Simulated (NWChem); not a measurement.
BNH₄O₂; SMILES NB(O)O

```xyz
8

B      0.0000     0.0063     0.0000
O     -1.2223     0.6422     0.0000
H     -1.1730     1.5997     0.0000
O      1.2097     0.6660     0.0000
H      1.1416     1.6224     0.0000
N      0.0139    -1.4020     0.0000
H      0.8716    -1.9320     0.0000
H     -0.8331    -1.9489     0.0000
```
Atoms are numbered in this order, from 1.

Results from NWChem. Pople sets run with spherical d functions. The geometry was optimised at PBE0/def2-SVP. GIAO values for the isolated, static molecule; σ is the absolute isotropic shielding, δ = σ(reference) − σ with the isolated reference molecule computed at the same levels (11B: boron trifluoride, 1H: tetramethylsilane, 15N: ammonia, 17O: water).

For level B3LYP/6-31G*:

```
Property    Value
----------  -----
δ O2 (ppm)   61.0
δ H3 (ppm)   1.20
δ N6 (ppm)   31.9
δ H7 (ppm)   0.94
```

**Question.** Estimate the same quantities for level PBE/pcSseg-1.

**Answer.** 
| Item | Value |
|---|---|
| δ O2 (ppm) | 88.8 |
| δ H3 (ppm) | 1.43 |
| δ N6 (ppm) | 46.7 |
| δ H7 (ppm) | 1.42 |
